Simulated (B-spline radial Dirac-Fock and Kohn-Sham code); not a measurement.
## Two-hole binding energies of Ag

System: neutral silver, configuration [Kr] 4d9 5s2 (not the ground configuration).

The computed values come from an atomic code on a B-spline grid: Dirac-Fock ΔSCF + Breit + QED. U is the two-hole binding energy less the two single-hole energies, the effective repulsion of the holes after relaxation. Each two-hole energy is an average over J within one jj subconfiguration.

```csv
holes,E(a) (eV),E(b) (eV),E(ab) (eV),U (eV)
1s⁻²,25526.7,25526.7,51790.6,737.3
1s⁻¹ 2p1/2⁻¹,25526.7,3538.5,29268.1,202.9
1s⁻¹ 2p3/2⁻¹,25526.7,3365.7,29080.3,188.0
1s⁻¹ 3p1/2⁻¹,25526.7,619.2,?,?
2s⁻²,3826.3,3826.3,7768.7,116.1
2p1/2⁻¹ 2p3/2⁻¹,3538.5,3365.7,7034.3,130.1
2p3/2⁻²,3365.7,3365.7,6861.6,130.3
2s⁻¹ 3p1/2⁻¹,3826.3,619.2,4493.0,47.5
2p1/2⁻¹ 3s⁻¹,3538.5,734.0,4318.9,46.4
2s⁻¹ 3d3/2⁻¹,3826.3,386.4,4262.5,49.8
2p3/2⁻¹ 3s⁻¹,3365.7,734.0,4145.9,46.2
2p3/2⁻¹ 3p1/2⁻¹,3365.7,619.2,4033.9,49.0
2p1/2⁻¹ 3d3/2⁻¹,3538.5,386.4,3973.2,48.2
3d3/2⁻²,386.4,386.4,811.7,38.9
```

Q: Give the missing two-hole energy and U.

A: E(ab) = 26202.9 eV and U = 57.0 eV.
